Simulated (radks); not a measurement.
Q: All-electron atom: I+ in [Kr] 4d10 5s2 5p4. Calculated with a radial shooting solver on a logarithmic mesh with Libxc functionals: scalar-relativistic Kohn-Sham, PBE, spin-polarised, spherical densities, finite nucleus; open shells are filled with parallel spins first (spin-orbit coupling, left out, can overturn this in heavy ions); Fermi nuclear charge, rms radius 4.75 fm. Some entries of the table are withheld. Estimate them.

orbital  occ.  eigenvalue (hartree)  <r^2> (bohr^2)  <1/r> (bohr^-1)
1s up       1             -1212.435        0.001005            56.83
1s down     1             -1212.432        0.001005            56.83
2s up       1             -187.6245         0.01619            13.02
2s down     1             -187.6234         0.01619            13.02
2p up       3             -168.4426         0.01282            12.46
2p down     3             -168.4405         0.01282            12.46
3s up       1             -38.14880          0.1127            4.668
3s down     1             -38.14665          0.1127            4.668
3p up       3             -31.93202          0.1130            4.437
3p down     3             -31.92955          0.1130            4.437
3d up       5             -22.62029         0.09857            4.199
3d down     5             -22.61794         0.09857            4.200
4s up       1              -6.98734          0.6185            1.886
4s down     1              -6.98216          0.6184            1.886
4p up       3                   (1)          0.7149            1.727
4p down     3                   (2)          0.7140            1.727
4d up       5              -2.19932          0.9955            1.440
4d down     5              -2.19078          0.9870            1.444
5s up       1              -0.98675           4.171           0.6757
5s down     1              -0.93434           4.157           0.6806
5p up       3              -0.58696           6.078              (3)
5p down     1              -0.53264           6.248              (4)

A: 
(1) 4p up eigenvalue (hartree): -5.03908
(2) 4p down eigenvalue (hartree): -5.03375
(3) 5p up <1/r> (bohr^-1): 0.5551
(4) 5p down <1/r> (bohr^-1): 0.5519
